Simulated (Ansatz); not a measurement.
Program: Ansatz. Geometries: PBE0-D4/def2-TZVP. ΔE: electronic, gas phase. CBS: MP2 limit from def2 TZ/QZ plus the TZ coupled-cluster correction, frozen cores. DFT in def2-TZVPP. One conformer a species, not always the lowest.

Consider the ligand exchange at the Si–C bond: `CC(F)([SiH3])[SiH3]` + `OP[SiH3]` → `OP([SiH3])[SiH3]` + `CC(F)[SiH3]`.

Task: Is it downhill or uphill in electronic energy at CCSD(T)/CBS, and by how much? (Estimate.)

Result: The calculation gave: Downhill: ΔE = -35.2 kJ/mol.

Task: What do these levels give: r2SCAN-D4, PBE0, SCS-MP2/def2-TZVPP, CCSD(T)/def2-TZVPP, MP2/def2-QZVPP, CCSD/CBS(def2)? (Estimate.)

Result: Ansatz gave: r2SCAN-D4 -39.3, PBE0 -43.4, SCS-MP2/def2-TZVPP -32.6, CCSD(T)/def2-TZVPP -33.9, MP2/def2-QZVPP -34.7, CCSD/CBS(def2) -35.2 kJ/mol.

Largest T1 diagnostic among the species: 0.014.

In def2-TZVPP, CCSD(T) changes the Hartree–Fock value by +3.3 kJ/mol (the triples alone add −0.0 kJ/mol) and MP2 by +3.1 kJ/mol.
